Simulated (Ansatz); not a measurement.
The cluster Si2Se4⁺. Charge 1, multiplicity 2. Geometry PBE0-D4/def2-SVP, that of the neutral singlet; atoms count from 1.

```xyz
6

Si    0.859    0.755    0.917
Si   -0.858   -0.755   -0.918
Se    0.380   -1.468    0.851
Se    2.072    1.818    2.214
Se   -0.380    1.468   -0.850
Se   -2.072   -1.817   -2.214
```

The structure comes from a short search, and lower isomers may exist.

Estimate the Mulliken populations from the PBE0/def2-TZVP orbitals of Ansatz.


```json
{"atom": "Si1", "charge (e)": "0.34", "spin (α − β)": "-0.07"}
{"atom": "Si2", "charge (e)": "0.34", "spin (α − β)": "-0.07"}
{"atom": "Se3", "charge (e)": "0.06", "spin (α − β)": "0.05"}
{"atom": "Se4", "charge (e)": "0.10", "spin (α − β)": "0.52"}
{"atom": "Se5", "charge (e)": "0.06", "spin (α − β)": "0.05"}
{"atom": "Se6", "charge (e)": "0.10", "spin (α − β)": "0.52"}
```
Mulliken values and Mayer orders depend strongly on the basis.

Where does the spin sit?

Summed by element: Si -0.14, Se 1.14, of 1 unpaired in all. Largest on single atoms: Se6 0.52, Se4 0.52, Si2 -0.07.

And the Mayer bond orders between bonded heavy atoms (over 0.3)?

Si1–Se3 1.14 (2.27 Å); Si1–Se4 1.91 (2.07 Å); Si1–Se5 1.14 (2.27 Å); Si2–Se3 1.14 (2.27 Å); Si2–Se5 1.14 (2.28 Å); Si2–Se6 1.91 (2.07 Å).
